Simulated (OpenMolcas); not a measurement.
Os5+ among 6 point charges of -1.7 e arranged as a tetragonal octahedron (D4h). The axial distance is 0.91 times the equatorial one, R.

```json
{
 "Program": "OpenMolcas 26.06",
 "Method": "CASSCF",
 "Basis": "ANO-RCC-VTZP [8s7p5d3f2g1h]",
 "Scalar Hamiltonian": "DKH2, point nucleus",
 "Active space": "3 electrons in 5 orbitals (5d)",
 "State averaging": "2S+1 = 4 even, 10 roots; 2S+1 = 2 even, 40 roots",
 "Spin-orbit coupling": "RASSI with atomic mean-field integrals over the reference wave functions"
}
```

All point charges move together. At R = 2.05 Å the first state of the same spin is 7161 cm-1, and at R = 2.14 Å it is 5804 cm-1.

Q: A third run gives 10359 cm-1. What distance was it run at?

A: With a power law R^-n the two known points give n = -ln(5804 / 7161) / ln(2.14 / 2.05) = 4.89. Then R = 2.05 × (7161 / 10359)^(1/4.89) = 1.901 Å. The run was at 1.9 Å, so the estimate is off by +0.001 Å.

Without dynamic correlation the repulsion within the d shell is too large (B by tens of per cent), so at a given field states of lower spin stand too high. Spin-orbit coupling mixes the spin-free states strongly: the lowest level takes only 63 % from its leading state, 4B1 (figures for R = 1.9; the like holds for R = 2.05, R = 2.14). Point charges carry no covalency, so the field is a model and not that of real ligands. No measured value stands beside these numbers.
